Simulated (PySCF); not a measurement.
Si(Cl)2(Me)(SH) (CH₄Cl₂SSi), SMILES C[Si](S)(Cl)Cl.

Geometry optimised at PBE-D3(BJ)/def2-SVP. One conformer was computed; it need not be the lowest.

Two levels are set side by side: TDA-PBE/def2-SVPD (PySCF) and TDA-ωB97X/def2-SVPD (PySCF). Vertical, same geometry. The lowest singlet is HOMO→LUMO 97 % with PBE and HOMO→LUMO+1 85 % with the other functional; states are paired by order. Differences are taken from unrounded values.

```json
[
 {"quantity": "lowest singlet excitation (eV)", "TDA-PBE": "5.67"},
 {"quantity": "lowest triplet excitation (TDA) (eV)", "TDA-PBE": "5.27"},
 {"quantity": "first bright state (f over 0.05) (eV)", "TDA-PBE": "6.75"},
 {"quantity": "its oscillator strength", "TDA-PBE": "0.05"}
]
```

Task: These are the TDA-PBE values. What does TDA-ωB97X give? (Estimate from the structure and the level; the computed values follow.)

Result: 
```json
[
 {"quantity": "lowest singlet excitation (eV)", "TDA-ωB97X": "6.24", "TDA-PBE minus TDA-ωB97X": "-0.57"},
 {"quantity": "lowest triplet excitation (TDA) (eV)", "TDA-ωB97X": "5.83", "TDA-PBE minus TDA-ωB97X": "-0.57"},
 {"quantity": "first bright state (f over 0.05) (eV)", "TDA-ωB97X": "6.95", "TDA-PBE minus TDA-ωB97X": "-0.20"},
 {"quantity": "its oscillator strength", "TDA-ωB97X": "0.05", "TDA-PBE minus TDA-ωB97X": "0.00"}
]
```

A lower first singlet is the usual sign of a functional without exact exchange. Differences between two approximate levels are no errors against the true value.

Rough cost on one machine, each run with all the roots and properties that it gave: TDA-ωB97X against TDA-PBE about 5 times.
